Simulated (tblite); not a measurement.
C₈H₁₃F.
SMILES with atom numbers: `[F:1][C@@:2]12[CH2:3][CH2:4][C@@H:5]([CH2:6][CH2:7]1)[CH2:8][CH2:9]2` (hydrogens: H10, H11 on C3; H12, H13 on C4; H14 on C5; H15, H16 on C6; H17, H18 on C7; H19, H20 on C8; H21, H22 on C9)

A start from a force field or distance geometry was refined with GFN2-xTB geometry optimisation, gas phase in tblite. Values at the start:

```csv
coordinate,start
F1–C2,1.363 Å
C2–C3,1.487 Å
C3–C4,1.496 Å
C3–H10,1.106 Å
C4–C5,1.538 Å
C4–H12,1.097 Å
C5–H14,1.094 Å
F1–C2–C3,111.4°
C2–C3–C4,115.2°
C3–C2–C7,114.4°
C3–C4–C5,105.4°
C4–C5–C6,106.9°
F1–C2–C7–C6,-169°
C4–C5–C6–C7,72°
C5–C6–C7–C2,-18°
C5–C8–C9–C2,8°
```

Q: How do these coordinates change at the GFN2-xTB level?

A: 
```tsv
coordinate	GFN2-xTB (Å or °)	change
C3–C4	1.537	+0.041
C2–C3	1.525	+0.038
F1–C2	1.394	+0.031
C3–H10	1.091	-0.015
C4–C5	1.530	-0.008
C4–H12	1.091	-0.006
C5–H14	1.094	0.000
C2–C3–C4	108.6	-6.6
C3–C4–C5	109.6	+4.2
C3–C2–C7	110.3	-4.1
F1–C2–C3	108.7	-2.7
C4–C5–C6	109.4	+2.5
C5–C6–C7–C2	-2	+16
C4–C5–C6–C7	61	-11
C5–C8–C9–C2	-2	-10
F1–C2–C7–C6	-179	-10
```

The energy falls by 15.5 kcal/mol over 39 L-BFGS steps, the largest force on an atom goes from 3.02 to 0.009 eV/Å, and the atoms move by 0.239 Å rms after alignment. Among the bonds, C3–C4 and C3–H11 change most and about equally (-0.040 to +0.041 Å). Bonds longer at the end by more than 0.005 Å: 8 of 23; shorter: 13. Among the dihedrals that turn most is H15–C6–C7–H18, from 88° to 117°. Rotational constants go from 2531, 1626, 1590 to 2458, 1572, 1571 MHz.

GFN2-xTB frequencies show an imaginary mode (60i cm⁻¹), so the point is no minimum at that level.

The numbers are calculated, not measured.
